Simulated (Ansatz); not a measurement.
`C=C[SiH2][SiH2]S` + CH₄ → `C[SiH2][SiH2]S` + ethylene  (formal exchange of groups at the Si–C bond)

Isolated molecules relaxed with PBE0-D4/def2-TZVP in Ansatz; ΔE leaves out vibrations. CBS: MP2 limit from def2 TZ/QZ plus the TZ coupled-cluster correction, frozen cores. This one scheme is used for every species. DFT in def2-TZVPP. B3LYP here is the variant with VWN-RPA as its local correlation; programs differ in this. Each species was taken in one conformer, which may not be the lowest.

```csv
level,ΔE (kJ/mol),difference from CCSD(T)/CBS
PBE-D4,12.3,2.4
B3LYP-D4,11.9,2.0
r2SCAN,10.2,0.3
B3LYP,6.0,-3.9
HF/def2-TZVPP,1.8,-8.1
MP2/def2-TZVPP,12.9,3.0
CCSD/def2-TZVPP,7.0,-2.9
CCSD(T)/def2-TZVPP,9.4,-0.5
HF/def2-QZVPP,1.7,-8.2
MP2/def2-QZVPP,13.1,3.2
CCSD(T)/CBS,9.9,0
```

Largest T1 diagnostic among the species: 0.012.

The D4 term adds +5.9 kJ/mol with B3LYP and +3.5 kJ/mol with PBE0; it sums over pairs of atoms, weighted by their polarisabilities, and B3LYP, whose exchange is more repulsive, gets the larger term. In def2-TZVPP, CCSD(T) changes the Hartree–Fock value by +7.6 kJ/mol (the triples alone add +2.3 kJ/mol) and MP2 by +11.1 kJ/mol.
